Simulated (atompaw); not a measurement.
## PBE PAW (atompaw) dataset for cobalt, scalar-relativistic all-electron reference.

```json
{
  "Element": "Co",
  "Generator": "atompaw 4.2.0.5",
  "Type": "PAW",
  "Functional": "PBE",
  "Relativity": "scalar-relativistic",
  "Frozen core": "[Ne]",
  "Valence charge": "17",
  "Reference configuration": "3s2 3p6 3d7 4s2 4p0",
  "Partial waves": "3s (bound): rc 1.20 bohr; 4s (bound): rc 1.35 bohr; 3p (bound): rc 1.35 bohr; 4p (bound, empty): rc 1.35 bohr; 3d (bound): rc 1.35 bohr; 3d channel at 0.1 Ry: rc 1.35 bohr",
  "Local potential": "ultrasoft scheme with l = 3 at 0 Ry, radius 0.95 bohr",
  "Core correction": "smooth core density matched at 0.75 bohr",
  "Augmentation charge": "sinc compensation charge, radius 1.28 bohr; PAW radius 1.35 bohr; waves and projectors: custom polynom2 7 10 vanderbiltortho"
}
```

All-electron outer shells of the reference configuration (PBE, scalar-relativistic, ld1.x):

```tsv
shell	level (eV)	outermost node (bohr)	outermost maximum (bohr)
2s	-899.00	0.08	0.21
2p	-769.94	–	0.17
3s	-102.40	0.31	0.66
3p	-65.64	0.28	0.68
3d	-8.20	–	0.66
4s	-5.47	0.96	2.32
4p	-1.28	1.05	3.25
```

Results:

| Item | Value |
| --- | --- |
| Cutoffs needed | 300 Ry and over 300 Ry (the cutoffs (Ry, on a coarse ladder) from which the occupation-weighted sum of valence levels, in a spherical-Bessel basis at the reference potential, stays within 10 and 1 mRy of its value at 400 Ry) |
| Ghost test | no extra level below or beside the all-electron valence levels (s, p, d, f tested) (spherical-Bessel basis up to 400 Ry, 20 bohr box) |
| Lowest eigenvalue of the overlap operator | 0.76 (s channel) |
| Overlap eigenvalues printed by atompaw (projector basis) | 0.949, 1.09, 2.84, 148, 7.01e+03, 2.72e+04 |
| Share of each valence orbital outside the PAW sphere | 3s 4 %, 4s 95 %, 3p 7 %, 4p 99 %, 3d 24 % |

Generation and tests took about 6.1 s on one core of a shared server CPU.
